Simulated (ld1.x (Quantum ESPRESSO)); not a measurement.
# Building the TM semilocal potential for arsenic (PBE, scalar-relativistic).

* Element: arsenic
* Generator: ld1.x (Quantum ESPRESSO) 7.5
* Type: norm-conserving Troullier–Martins (semilocal form)
* Functional: PBE
* Relativity: scalar-relativistic
* Frozen core: [Ar] 3d10
* Valence charge: 5
* Reference configuration: 4s2 4p2 (charge +1)
* Partial waves: 4s (bound): rc 1.50 bohr; 4p (bound): rc 1.80 bohr; 4d channel at 1.11 Ry: rc 1.75 bohr
* Local potential: the d channel
* Core correction: Bessel-smoothed model core, default radius (core density twice the valence density)

Does the generator finish with these settings?

Yes, a potential is produced and its reference levels are reproduced.

Estimate the cutoffs (Ry, on a coarse ladder) from which the occupation-weighted sum of valence levels, in a spherical-Bessel basis at the reference potential, stays within 10 and 1 mRy of its value at 400 Ry.

35 Ry and 50 Ry.

Which valence shell sets the plane-wave cutoff?

4s: its level needs 45 Ry to come within 1 mRy, against 21 Ry for 4p.

Tests: 4s2 4p3; 4s2 4p1; 4s2 4p0; 4s2 4p2.5; 4s1 4p4; 4s0 4p5; 4s1 4p0. Which has the largest error in its energy relative to the reference configuration, and how large is it?

4s1 4p0, with -283 meV (all-electron minus pseudo) on +96.27 eV.
